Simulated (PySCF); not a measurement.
trans-1,3,3,3-tetrafluoropropene (C3H2F4), SMILES F/C=C/C(F)(F)F. Heavy atoms are numbered as in [F:1]/[CH:2]=[CH:3]/[C:4]([F:5])([F:6])[F:7]. Hydrogens are named by the atom that carries them.

Geometry: B3LYP-D3(BJ)/def2-SVP.

Level of theory: HF/pcSseg-1 (PySCF).

GIAO shieldings, no solvent; atoms alike by connectivity are averaged. δ = σ(ref) − σ: ¹⁹F against CFCl3 (σ = 238.5 ppm); ¹³C against TMS (σ = 192.6 ppm); ¹H against TMS (σ = 31.99 ppm), references at their B3LYP-D3(BJ)/def2-TZVP geometries, non-relativistic.

Computed chemical shifts:
| nucleus | atoms | count | δ (ppm) |
|---|---|---|---|
| ¹⁹F | F5 | 3 | -51.3 |
| ¹⁹F | F1 | 1 | -101.6 |
| ¹³C | C2 (CH) | 1 | 168.0 |
| ¹³C | C4 | 1 | 114.9 |
| ¹³C | C3 (CH) | 1 | 112.3 |
| ¹H | H on C2 | 1 | 7.77 |
| ¹H | H on C3 | 1 | 6.18 |
